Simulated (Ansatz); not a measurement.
System: BH₂Se, charge 0, doublet. BH2Se (SMILES B[Se], doublet).
B3LYP-D3(BJ)/def2-TZVP minimum from Ansatz (an electronic-structure program):
```xyz
4

B      0.4282    -0.0372    -1.4615
H     -0.3018    -0.5211    -2.2694
H      1.4852     0.4183    -1.7697
Se    -0.0978     0.0085     0.3337
```
Charge 0, spin multiplicity 2.

Atomisation energy term by term, kcal/mol (programs: Ansatz). UHF or UKS for unpaired electrons; spin-orbit terms are left out. Correlated methods leave the cores frozen (noble-gas shells, and filled d and f shells in the p block). No relativity. CBS(X,Y): correlation extrapolated as X^-3, Hartree-Fock from the larger set (Q,5: extrapolated as (X+1)exp(-9√X)). A bracket is a step between two methods taken in the basis named. Where a partner has so few electrons that a lower coupled-cluster level is exact, that level stands in.

```tsv
term	basis	kcal/mol
Hartree-Fock	CBS(cc-pVQZ,cc-pV5Z)	213.11
CCSD correlation	CBS(cc-pVQZ,cc-pV5Z)	54.54
(T)	CBS(cc-pVQZ,cc-pV5Z)	4.05
CCSDT(Q) - CCSD(T)	cc-pVTZ	0.41
CCSDTQ - CCSDT(Q)	cc-pVDZ	-0.03
sum: De		272.1
```

The step beyond CCSD(T) by other levels: CCSDTQ in cc-pVDZ 0.44; CCSDT(Q) in cc-pVDZ 0.46 kcal/mol.
